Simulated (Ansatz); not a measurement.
Job for Ansatz (a program for electronic structure): R-BLYP/def2-TZVPPD on AsH3 (SMILES [AsH3]) with ghost functions. Files ending in .json are basis or fitting sets from the Basis Set Exchange.

Ansatz 0.2 input:
```yaml
crystal:
  periodic: [false, false, false]
  atoms:
    - {symbol: As, position_ang: [-0.16615097, 0.28404701, 2.80959058]}
    - {symbol: H, position_ang: [0.62439474, -0.09216898, 4.04940483]}
    - {symbol: H, position_ang: [-1.49522954, -0.17146123, 3.38382181]}
    - {symbol: H, position_ang: [-0.35317878, 1.72967847, 3.23249768]}
basis:
  gaussian:
    orbitals: def2-TZVPPD.json
    ghost_atoms:
      - {symbol: F, position_ang: [0.83298341, -0.55984759, -0.25489031]}
      - {symbol: H, position_ang: [0.55077934, -0.32185962, 0.60610121]}
hamiltonian:
  xc: {name: BLYP}
scf: {lower_state_search: off}
```

Output:

```
WARN ansatz: RAYON_NUM_THREADS=2 ignored (pool sized by the plan → 2); use --threads N
Functional definition: BLYP
these checks for a lower state are left out or cut short: stability, starts, cluster_reference, orbital_swaps, neighbouring_geometries, increment
integrals: 0.06 GiB planned
828 factors; their error is unknown
mean field: 0.48 GiB planned
mean field evaluation 1: about -60890.2800 eV, gradient 2.0e1 eV
mean field evaluation 2: about -60890.6975 eV, gradient 1.5e1 eV
mean field evaluation 4: about -60891.0307 eV, gradient 7.0e-1 eV
mean field evaluation 8: about -60891.0230 eV, gradient 1.2e-2 eV
mean field -60891.02304770 eV, -2237.7038235853 hartree, gradient 6.1e-6 eV, S^2 0.000000; 0 other end points of the search recorded, 0 dependent functions left out
reference -60891.02334147 eV, -2237.7038343808 hartree; 18, 18 occupied and 144, 144 virtual orbitals, 828 factors
Total energy: -60891.02334147 eV, -2237.7038343808 hartree
Checks for a lower state left out: stability, starts, cluster_reference, orbital_swaps, neighbouring_geometries, increment
```

The run converged.

Cost: around 0.7 core-seconds (rough).
